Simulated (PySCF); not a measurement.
## How methods differ on the excitation energy of Hg

Hg [Xe] 4f14 5d10 6s2 (1S) → Hg [Xe] 4f14 5d10 6s1 6p1 (3P), as a difference of total energies. Calculation: PySCF 2.14, in aug-cc-pwCVDZ-PP with ECP60MDF; a scalar-relativistic core potential. Correlated levels: valence: 5s2 5p6 frozen. The calculations carry no spin-orbit coupling.

```tsv
method	excitation energy (eV)
UHF	3.692
MP2 (valence)	5.341
SCS-MP2 (valence)	5.383
CCSD (valence)	5.038
CCSD(T) (valence)	5.122
```

**Question.** How much does correlation contribute at CCSD(T) (valence)?

**Answer.** 5.122 − (3.692) = 1.430 eV, measured against UHF.
